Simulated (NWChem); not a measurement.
System: 1,3,5-trisilacyclohexane (C3H12Si3); SMILES C1[SiH2]C[SiH2]C[SiH2]1

The following NWChem deck was run.

```
start job
memory heap 200 mb stack 900 mb global 1100 mb
geometry units angstroms noautosym nocenter noautoz
  C      0.744368     1.629937    -0.388102
  Si     1.821058     0.173954     0.165893
  C      1.039382    -1.459610    -0.388102
  Si    -0.759881    -1.664059     0.165893
  C     -1.783751    -0.170326    -0.388102
  Si    -1.061177     1.490106     0.165893
  H      0.774103     1.694833    -1.485177
  H      1.172581     2.567039    -0.008376
  H      3.201395     0.305346    -0.387097
  H      1.933432     0.184885     1.652747
  H      1.080717    -1.517809    -1.485177
  H      1.636830    -2.299004    -0.008376
  H     -1.336260    -2.925162    -0.387097
  H     -0.806601    -1.766844     1.652747
  H     -2.809411    -0.268035    -0.008376
  H     -1.854820    -0.177024    -1.485177
  H     -1.126831     1.581959     1.652747
  H     -1.865135     2.619817    -0.387097
end
basis spherical
  C library 6-31g*
  Si library 6-31g*
  H library 6-31g*
end
dft
  xc b3lyp
  iterations 150
end
property
  shielding 6 1 2 7 8 9 10
end
task dft property
```

Structure relaxed at the B3LYP/6-31G* (spherical d) level.

GIAO values for the isolated, static molecule; σ is the absolute isotropic shielding, δ = σ(reference) − σ with the isolated reference molecule computed at the same levels (13C: tetramethylsilane, 1H: tetramethylsilane, 29Si: tetramethylsilane).

Atoms are numbered as in the input.

Predict the main results of this run. (B3LYP/6-31G* (spherical d), GIAO.) Quantities: δ C1 (ppm); δ Si2 (ppm); δ H7 (ppm); δ H8 (ppm); δ H9 (ppm); δ H10 (ppm).


```json
{
  "δ C1 (ppm)": "-7.3",
  "δ Si2 (ppm)": "-19.4",
  "δ H7 (ppm)": "-0.39",
  "δ H8 (ppm)": "-0.34",
  "δ H9 (ppm)": "4.69",
  "δ H10 (ppm)": "4.58"
}
```
